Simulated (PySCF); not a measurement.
A structure optimised at PBE-D3(BJ)/def2-SVP, used in a PySCF frequency run:

```xyz
13

C      2.3976     0.5398     1.2654
C      1.7487    -0.1683     0.5067
C      0.9139    -0.9679    -0.3735
Si    -0.8610    -0.2924    -0.4944
C     -1.5603     0.0920     1.1930
F     -0.8142     1.0862    -1.3914
H      2.9925     1.1549     1.9249
H      1.3379    -1.0140    -1.4010
H      0.8493    -2.0204    -0.0146
H     -1.6959    -1.2818    -1.2591
H     -1.6652    -0.8379     1.7892
H     -0.8779     0.7748     1.7381
H     -2.5578     0.5689     1.1173
```
Charge 0, spin multiplicity 1.

Task: Write its SMILES and formula.

Result: C#CC[Si@@H](C)F, C4H7FSi

Task: What are its rotational constants (standard atomic weights)?

Result: 4.0016, 1.8397, 1.6674 GHz
